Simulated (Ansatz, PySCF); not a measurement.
H11NSi4, SMILES [SiH3]N[SiH2][SiH2][SiH3]. Atoms are numbered in the order given.

```xyz
16

Si     2.1786     0.7951     1.1433
N      1.2747     0.6639    -0.3406
Si     0.7094    -0.7859    -1.1396
Si    -1.6244    -0.7420    -1.0256
Si    -1.9297     0.3377     1.0227
H      2.2304    -0.5622     1.7534
H      3.5754     1.2825     0.9276
H      1.5144     1.7480     2.0824
H      1.0293     1.5433    -0.7902
H      1.2109    -1.9422    -0.3424
H      1.2333    -0.9017    -2.5349
H     -2.2392    -2.1037    -1.0353
H     -2.2357     0.0687    -2.1239
H     -3.3319     0.2521     1.5284
H     -1.5657     1.7780     0.8746
H     -1.0183    -0.2788     2.0334
```

Geometry: ωB97X-D3(BJ)/def2-SVP. The structure was generated by enumeration, and PubChem lists no compound with its InChIKey, so it may never have been made. The values are those of a single conformer.

Vertical ionisation energy (IE) and electron affinity (EA) in eV. Rows of orbital energies are one-electron estimates. Where ΔSCF, EOM or ADC give a negative EA the extra electron is unbound and the value depends on the basis.

```csv
level,IE,EA
"−ε(HOMO), −ε(LUMO), CAM-B3LYP/def2-TZVP (PySCF)",8.44,-0.48
"−ε(HOMO), −ε(LUMO), PBE/def2-TZVP (PySCF)",5.97,1.39
"ΔSCF, CAM-B3LYP/def2-SVPD (Ansatz), final states of multiplicity 2 and 2",8.99,-1.02
"ΔSCF, PBE/def2-SVPD (Ansatz), final states of multiplicity 2 and 2",8.48,-0.56
```

Problem. What vertical singlet–triplet gap does ΔSCF give with CAM-B3LYP/def2-SVPD (Ansatz, a first-principles code) and with PBE/def2-SVPD (Ansatz)? (Estimate from the structure and the level; the computed values follow.)

Solution. 5.35 and 4.50 eV (triplet above singlet where positive).
